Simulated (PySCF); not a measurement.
# Spin-rotation constants: `C=CC[P@H](=O)CC`, C5H11OP

Molfile (atoms numbered from 1):
```
C5H11OP
     RDKit          3D

 18 17  0  0  0  0  0  0  0  0999 V2000
   -2.5884    0.9123   -0.1775 C   0  0  0  0  0  0  0  0  0  0  0  0
   -1.9912   -0.0729   -0.8227 C   0  0  0  0  0  0  0  0  0  0  0  0
   -1.2586   -1.1843   -0.1597 C   0  0  0  0  0  0  0  0  0  0  0  0
    0.5571   -1.1068   -0.4448 P   0  0  2  0  0  5  0  0  0  0  0  0
    1.3000   -2.2010    0.1846 O   0  0  0  0  0  0  0  0  0  0  0  0
    1.1028    0.5714    0.0450 C   0  0  0  0  0  0  0  0  0  0  0  0
    2.5800    0.7172   -0.2889 C   0  0  0  0  0  0  0  0  0  0  0  0
   -2.5962    0.9605    0.8993 H   0  0  0  0  0  0  0  0  0  0  0  0
   -3.0962    1.7079   -0.6951 H   0  0  0  0  0  0  0  0  0  0  0  0
   -1.9972   -0.0997   -1.9046 H   0  0  0  0  0  0  0  0  0  0  0  0
   -1.5763   -2.1612   -0.5391 H   0  0  0  0  0  0  0  0  0  0  0  0
   -1.3991   -1.1784    0.9257 H   0  0  0  0  0  0  0  0  0  0  0  0
    0.6706   -1.0790   -1.8382 H   0  0  0  0  0  0  0  0  0  0  0  0
    0.4987    1.3237   -0.4625 H   0  0  0  0  0  0  0  0  0  0  0  0
    0.9401    0.6601    1.1233 H   0  0  0  0  0  0  0  0  0  0  0  0
    2.7361    0.6242   -1.3630 H   0  0  0  0  0  0  0  0  0  0  0  0
    3.1465   -0.0703    0.2048 H   0  0  0  0  0  0  0  0  0  0  0  0
    2.9623    1.6826    0.0370 H   0  0  0  0  0  0  0  0  0  0  0  0
  1  2  2  0
  2  3  1  0
  3  4  1  0
  4  5  2  0
  4  6  1  0
  6  7  1  0
  1  8  1  0
  1  9  1  0
  2 10  1  0
  3 11  1  0
  3 12  1  0
  4 13  1  6
  6 14  1  0
  6 15  1  0
  7 16  1  0
  7 17  1  0
  7 18  1  0
M  END
```

Theory: PySCF, GIAO PBE/pcSseg-1 magnetisability, rotational g tensor and spin-rotation constants, non-relativistic, gas phase. Geometry: GFN2-xTB.

Give the nuclear spin-rotation constants along the inertial axes (H = +C I·J) beside the isotropic shieldings.

Rotational constants 3.2223, 1.4175, 1.0671 GHz. A star marks the isotopologue with that one atom substituted, in its own axes.
| atom | isotope | Caa (kHz) | Cbb (kHz) | Ccc (kHz) | mean (kHz) | σ (ppm) |
| --- | --- | --- | --- | --- | --- | --- |
| P4 | 31P | 5.031 | 2.156 | 1.906 | 3.031 | 302.4 |
| H8 | 1H | -0.355 | -0.157 | 0.099 | -0.137 | 26.2 |
| H9 | 1H | -0.110 | -0.040 | -0.071 | -0.074 | 26.3 |
| H10 | 1H | -0.328 | -0.162 | 0.103 | -0.129 | 25.7 |
| H11 | 1H | -0.306 | 0.038 | -0.111 | -0.126 | 28.4 |
| H12 | 1H | -0.338 | -0.178 | 0.051 | -0.155 | 29.0 |
| H13 | 1H | -0.269 | -0.129 | 0.087 | -0.103 | 24.2 |
| H14 | 1H | -0.188 | -0.061 | -0.101 | -0.117 | 29.9 |
| H15 | 1H | -0.415 | -0.148 | 0.032 | -0.177 | 30.3 |
| H16 | 1H | -0.354 | -0.156 | 0.014 | -0.166 | 30.8 |
| H17 | 1H | -0.116 | -0.085 | -0.098 | -0.100 | 29.9 |
| H18 | 1H | -0.340 | 0.013 | -0.107 | -0.145 | 30.3 |
| C1 | 13C* | 0.816 | 0.355 | 0.442 | 0.538 | 58.9 |
| C2 | 13C* | 0.835 | 0.370 | 0.491 | 0.565 | 46.5 |
| C3 | 13C* | 0.553 | 0.278 | 0.221 | 0.351 | 135.8 |
| O5 | 17O* | -0.540 | -0.222 | -0.073 | -0.278 | 237.7 |
| C6 | 13C* | 0.578 | 0.222 | 0.158 | 0.319 | 155.9 |
| C7 | 13C* | 0.432 | 0.201 | 0.133 | 0.255 | 173.5 |

For the geometry as given, no vibrational averaging.

How do the rotational constants and the g tensor change when H8, H9, H10, H11, H12, H13, H14, H15, H16, H17, H18 are replaced by deuterium?

Constants 2.6389, 1.2052, 0.9237 GHz; g -0.0184, -0.0108, -0.0130, against -0.0217, -0.0128, -0.0149 before.
